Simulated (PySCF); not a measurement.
Ionisation energy of Cr¹⁰⁺ by level of theory

Cr¹⁰⁺ [Ne] 3s2 3p2 (3P) → Cr¹¹⁺ [Ne] 3s2 3p1 (2P), as a difference of total energies. Calculation: PySCF 2.14, in an even-tempered Gaussian basis (17 s from 0.49 bohr⁻², ratio 2.5; 11 p from 0.64 bohr⁻², ratio 2.5; 5 d from 3.8 bohr⁻², ratio 2.7; 4 f from 5.7 bohr⁻², ratio 2.7); the non-relativistic Hamiltonian (point nucleus). Correlated levels: outer shells: 1s2 frozen; virtual orbitals above 40 to 60 times the deepest correlated orbital energy dropped. The calculations carry no spin-orbit coupling.

```json
{"method": "UHF", "ionisation energy (eV)": "268.25"}
{"method": "MP2 (outer shells)", "ionisation energy (eV)": "268.82"}
{"method": "SCS-MP2 (outer shells)", "ionisation energy (eV)": "268.67"}
{"method": "CCSD (outer shells)", "ionisation energy (eV)": "268.77"}
{"method": "CCSD(T) (outer shells)", "ionisation energy (eV)": "268.78"}
```

Question: How much does correlation contribute at CCSD(T) (outer shells)?

Answer: 268.78 − (268.25) = 0.53 eV, measured against UHF.

A first-order spin-orbit estimate (lowest level to lowest level, LS coupling) adds -0.045 eV.

These non-relativistic numbers lack the scalar-relativistic shift.

For comparison: 270.8 ± 0.5 eV (semi-empirical (NIST evaluation); NIST Atomic Spectra Database, ionization energies).
